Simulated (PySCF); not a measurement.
# Shapes and spin states of ReCl2

All numbers come from PBE0 in PySCF with Re def2-SVP with ECP60, Cl def2-SVP; scalar-relativistic core potentials, no spin–orbit coupling; density-fitted integrals.

Relaxations began from a few typed shapes and spin states; open shells are unrestricted. The search is not exhaustive: other isomers or separated fragments can lie lower, and high-lying points may rest on an excited occupation.

Problem. Which is the lowest minimum found?
A. sextet D∞h: Re–Cl 2.309 Å (×2); Cl–Re–Cl 180.0°
B. quartet C2v: Re–Cl 2.230 Å (×2); Cl–Re–Cl 155.6°
C. quartet D∞h: Re–Cl 2.234 Å (×2); Cl–Re–Cl 180.0°

Solution. A. The others lie at 92.6 (quartet C2v), 94.5 (quartet D∞h, a saddle point) kJ/mol above it.

Formally Re is in oxidation state +2, d5, with 5 unpaired electrons (the high-spin count). The Mulliken spin on Re is 4.78. The polar-tensor charge on Re, 1.18, is far below the formal one.

For the lowest minimum: open d and f shells are described by one determinant, and the ground state may have another occupation or spin. With an element this heavy the missing spin–orbit coupling can shift these numbers.

The electron or spin density has lower symmetry than the nuclear frame for the quartet D∞h at 94.5 kJ/mol.
